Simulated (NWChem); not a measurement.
System: CH₄BeSSe; SMILES [Be]([S]C)[SeH]

Excerpt of the output:

```
             Northwest Computational Chemistry Package (NWChem) 7.3.0
             --------------------------------------------------------

 C1  symmetry detected

                             Geometry "geometry" -> ""
                             -------------------------

 Output coordinates in angstroms (scale by  1.889725989 to convert to a.u.)

  No.       Tag          Charge          X              Y              Z
 ---- ---------------- ---------- -------------- -------------- --------------
    1 Be                   4.0000     0.30081019     0.26053243     0.00016728
    2 S                   16.0000     0.63451173     2.12923024     0.01414102
    3 C                    6.0000    -1.05814285     2.83462561     0.01264204
    4 H                    1.0000    -1.58634121     2.60570248    -0.92207190
    5 H                    1.0000    -0.94329059     3.92371946     0.09237762
    6 H                    1.0000    -1.64567117     2.48158428     0.87002174
    7 Se                  34.0000    -0.02356356    -1.74521901     0.03229131
    8 H                    1.0000    -0.03010732    -1.79112725    -1.44100972

 Effective nuclear repulsion energy (a.u.)     230.3044721690

                                 NWChem DFT Module
                                 -----------------

 Summary of "ao basis" -> "ao basis" (spherical)
 ------------------------------------------------------------------------------
       Tag                 Description            Shells   Functions and Types
 ---------------- ------------------------------  ------  ---------------------
 Be                         def2-svp                 5        9   3s2p
 S                          def2-svp                 8       18   4s3p1d
 C                          def2-svp                 6       14   3s2p1d
 H                          def2-svp                 3        5   2s1p
 Se                         def2-svp                12       32   5s4p3d

            General Information
            -------------------
          SCF calculation type: DFT
          Wavefunction type:  closed shell.
          No. of atoms     :     8
          No. of electrons :    64
           Alpha electrons :    32
            Beta electrons :    32
          Charge           :     0
          Spin multiplicity:     1
          Use of symmetry is: off; symmetry adaption is: off
          Maximum number of iterations: 150
          AO basis - number of functions:    93
                     number of shells:    43
          Convergence on energy requested:  1.00D-06
          Convergence on density requested:  1.00D-05
          Convergence on gradient requested:  5.00D-04

              XC Information
              --------------
                         B3LYP Method XC Potential
                     Hartree-Fock (Exact) Exchange  0.200
                        Slater Exchange Functional  0.800 local
                    Becke 1988 Exchange Functional  0.720 non-local
              Lee-Yang-Parr Correlation Functional  0.810
                  VWN I RPA Correlation Functional  0.190 local

             Grid Information
             ----------------
          Grid used for XC integration:  medium
          Radial quadrature: Mura-Knowles
          Angular quadrature: Lebedev.
          Tag              B.-S. Rad. Rad. Pts. Rad. Cut. Ang. Pts.
          ---              ---------- --------- --------- ---------
          Be                  1.05       49          11.0       434
          S                   1.00       88          11.0       590
          C                   0.70       49          12.0       434
          H                   0.35       45          14.0       434
          Se                  1.15      112          13.0       590
          Grid pruning is: on
          Number of quadrature shells:   478
          Spatial weights used:  Erf1

      Superposition of Atomic Density Guess
      -------------------------------------

 Sum of atomic energies:       -2851.03475712

      Non-variational initial energy
      ------------------------------

 Total energy =   -2852.497192
 1-e energy   =   -4422.284088
 2-e energy   =    1339.482425
 HOMO         =      -0.301909
 LUMO         =       0.020968

     ---------------------------------------------
      Total Density - Mulliken Population Analysis
     ---------------------------------------------

    Atom       Charge   Shell Charges
 -----------   ------   -------------------------------------------------------
    1 Be   4     3.45   1.99  0.67  0.06  0.60  0.13
    2 S   16    16.46   2.00  1.99  1.20  0.63  5.94  1.83  2.82  0.04
    3 C    6     6.19   1.99  0.93  0.26  1.91  1.07  0.02
    4 H    1     0.88   0.67  0.19  0.02
    5 H    1     0.89   0.67  0.19  0.02
    6 H    1     0.88   0.67  0.19  0.02
    7 Se  34    34.46   2.00  2.00  2.00  1.33  0.51  6.00  5.98  2.00  2.61  8.20  1.76  0.07
    8 H    1     0.80   0.56  0.22  0.02

   convergence    iter        energy       DeltaE   RMS-Dens  Diis-err
 ---------------- ----- ----------------- --------- --------- ---------
 d= 0,ls=0.0,diis     1  -2854.6188200087 -3.08D+03  1.04D-02  4.12D-01
 d= 0,ls=0.0,diis     2  -2854.6449837162 -2.62D-02  5.59D-03  2.21D-01
 d= 0,ls=0.0,diis     3  -2854.6710315827 -2.60D-02  1.84D-03  3.16D-02
 d= 0,ls=0.0,diis     4  -2854.6757307154 -4.70D-03  3.14D-04  9.54D-04
 d= 0,ls=0.0,diis     5  -2854.6758700040 -1.39D-04  9.03D-05  4.58D-05
  Resetting Diis
 d= 0,ls=0.0,diis     6  -2854.6758773753 -7.37D-06  2.64D-05  6.00D-06
 d= 0,ls=0.0,diis     7  -2854.6758782442 -8.69D-07  1.27D-05  5.23D-07
 d= 0,ls=0.0,diis     8  -2854.6758782219  2.24D-08  7.05D-06  6.49D-07

         Total DFT energy =    -2854.675878221855
      One electron energy =    -4425.615570657835
           Coulomb energy =     1463.345278012772
    Exchange-Corr. energy =     -122.710057745791
 Nuclear repulsion energy =      230.304472168998

 Numeric. integr. density =       63.999981228111

                       DFT Final Molecular Orbital Analysis
                       ------------------------------------

 Vector   30  Occ=2.000000D+00  E=-2.966493D-01
              MO Center=  3.9D-01,  1.6D+00,  2.5D-02, r^2= 4.0D+00
   Bfn.  Coefficient  Atom+Function         Bfn.  Coefficient  Atom+Function
  ----- ------------  ---------------      ----- ------------  ---------------
    21      0.332392  2 S  py                 5      0.314046  1 Be py
    18      0.297214  2 S  py                20      0.265597  2 S  px
    17      0.225448  2 S  px                13      0.206979  2 S  s
    69      0.187403  7 Se py                15      0.169472  2 S  py
    12      0.151774  2 S  s                 72      0.144726  7 Se py

 Vector   31  Occ=2.000000D+00  E=-2.548044D-01
              MO Center=  1.8D-02, -1.5D+00,  6.2D-03, r^2= 2.2D+00
   Bfn.  Coefficient  Atom+Function         Bfn.  Coefficient  Atom+Function
  ----- ------------  ---------------      ----- ------------  ---------------
    71      0.556520  7 Se px                68      0.475131  7 Se px
    65     -0.303694  7 Se px                 4     -0.143882  1 Be px
    62      0.098629  7 Se px                72     -0.096122  7 Se py
     7      0.082786  1 Be px                69     -0.080988  7 Se py
    20     -0.066173  2 S  px                66      0.051906  7 Se py

 Vector   32  Occ=2.000000D+00  E=-2.520108D-01
              MO Center=  4.5D-01,  1.9D+00,  8.8D-03, r^2= 2.2D+00
   Bfn.  Coefficient  Atom+Function         Bfn.  Coefficient  Atom+Function
  ----- ------------  ---------------      ----- ------------  ---------------
    22      0.593451  2 S  pz                19      0.421041  2 S  pz
    16      0.240253  2 S  pz                 6     -0.163254  1 Be pz
    42      0.128843  4 H  s                 52     -0.118244  6 H  s
    33     -0.115944  3 C  pz                 9      0.104083  1 Be pz
    43      0.089936  4 H  s                 53     -0.083757  6 H  s

 Vector   33  Occ=0.000000D+00  E=-3.224393D-02
              MO Center=  1.1D-01,  7.0D-01,  5.3D-03, r^2= 4.9D+00
   Bfn.  Coefficient  Atom+Function         Bfn.  Coefficient  Atom+Function
  ----- ------------  ---------------      ----- ------------  ---------------
    30      0.797046  3 C  s                  7      0.499010  1 Be px
     4     -0.487828  1 Be px                13     -0.376958  2 S  s
    71     -0.353736  7 Se px                48     -0.341254  5 H  s
    34      0.241718  3 C  px                20      0.198545  2 S  px
    21     -0.194673  2 S  py                29      0.194213  3 C  s

 Vector   34  Occ=0.000000D+00  E=-2.556908D-02
              MO Center=  1.8D-01, -1.6D-01,  1.4D-01, r^2= 4.8D+00
   Bfn.  Coefficient  Atom+Function         Bfn.  Coefficient  Atom+Function
  ----- ------------  ---------------      ----- ------------  ---------------
    90      0.657515  8 H  s                 61     -0.530484  7 Se s
     9      0.467395  1 Be pz                 6     -0.464949  1 Be pz
     3      0.373941  1 Be s                 73      0.329351  7 Se pz
    22     -0.320701  2 S  pz                89      0.248280  8 H  s
    60     -0.186136  7 Se s                 53      0.155563  6 H  s

 Vector   35  Occ=0.000000D+00  E=-6.982162D-03
              MO Center=  1.6D-01,  5.5D-02, -7.8D-01, r^2= 5.8D+00
   Bfn.  Coefficient  Atom+Function         Bfn.  Coefficient  Atom+Function
  ----- ------------  ---------------      ----- ------------  ---------------
     3      1.229222  1 Be s                 61     -0.573490  7 Se s
    72     -0.350307  7 Se py                13     -0.337881  2 S  s
    73      0.308844  7 Se pz                 9     -0.287783  1 Be pz
    30     -0.265735  3 C  s                 90      0.251885  8 H  s
    60     -0.250127  7 Se s                  6      0.226870  1 Be pz

[...]
```

Level: B3LYP/def2-SVP. Coordinates come from a PBE0/def2-SVP optimisation.

Problem. Write an input that gives this output.

Solution. This is not unique; one that fits is the input that was run:
```
start job
memory heap 200 mb stack 900 mb global 1100 mb
geometry units angstroms noautoz
  Be     0.287670     0.282661     0.039839
  S      0.749489     2.123633     0.006241
  C     -0.890478     2.943838    -0.014649
  H     -1.434123     2.728052    -0.943614
  H     -0.700698     4.024098     0.037275
  H     -1.500120     2.654221     0.851022
  Se    -0.174252    -1.694457     0.123035
  H     -0.185388    -1.777490    -1.348613
end
basis spherical
  Be library def2-svp
  S library def2-svp
  C library def2-svp
  H library def2-svp
  Se library def2-svp
end
dft
  xc b3lyp
  iterations 150
  mulliken
end
task dft energy
```
